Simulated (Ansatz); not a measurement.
`[Cl][InH][Cl]` + `[SiH3][SiH2][GeH3]` → `[Cl][InH][GeH3]` + `[SiH3][SiH2]Cl` at 500 K and 1 bar (redistribution).

Program: Ansatz. Geometries: PBE0-D4/def2-TZVP. ΔE: electronic, gas phase. CCSD(T)/CBS is the MP2 limit (def2-TZVPP, def2-QZVPP) plus CCSD(T) − MP2 in def2-TZVPP, frozen cores. Elements past krypton have def2 core potentials. For Ge, In outer-core shells are correlated without core-valence functions, which leaves a few kJ/mol of doubt a bond. Scalar relativity is left out up to krypton.

```json
{"species": "`[Cl][InH][Cl]`", "CCSD(T)/CBS energy (Eh)": "-1110.06218", "H − E (kJ/mol)": "50.7", "S (J/(mol·K))": "349.4"}
{"species": "`[SiH3][SiH2][GeH3]`", "CCSD(T)/CBS energy (Eh)": "-2659.06477", "H − E (kJ/mol)": "221.8", "S (J/(mol·K))": "439.1"}
{"species": "`[Cl][InH][GeH3]`", "CCSD(T)/CBS energy (Eh)": "-2728.15341", "H − E (kJ/mol)": "120.4", "S (J/(mol·K))": "424.3"}
{"species": "`[SiH3][SiH2]Cl`", "CCSD(T)/CBS energy (Eh)": "-1040.97629", "H − E (kJ/mol)": "152.8", "S (J/(mol·K))": "377.4"}
```

H − E and S are ideal-gas, rigid-rotor, harmonic terms from PBE0-D4/def2-TZVP. 1 Eh = 2625.50 kJ/mol, R = 8.31446 J/(mol·K).

By hand: ΔE, ΔH, ΔS and ΔG.

ΔE = (-2728.15341) + (-1040.97629) − (-1110.06218) − (-2659.06477) = -0.00275 Eh = -7.2 kJ/mol. Δ(H − E) = 120.4 + 152.8 − 50.7 − 221.8 = 0.7, so ΔH = -6.5 kJ/mol. ΔS = 424.3 + 377.4 − 349.4 − 439.1 = 13.2 J/(mol·K). ΔG = -6.5 − 500 × (13.2)/1000 = -13.1 kJ/mol.

By hand: the equilibrium constant, and the temperature at which ΔG would vanish if ΔH and ΔS stayed fixed.

log₁₀ K = −ΔG/(RT ln 10) = 1.4. ΔH and −TΔS have one sign here, so there is no such temperature.

TΔS isn't small against ΔH here. A doubt of 5 kJ/mol in ΔE shifts log₁₀ K by 0.5 here. Modes under 60 cm⁻¹, often nearly free rotors, make the harmonic entropy too high. These are equilibria of isolated gas molecules and say nothing of rates. Largest T1 diagnostic: 0.013 (customary marks: 0.02 for closed shells, 0.045 for open ones).
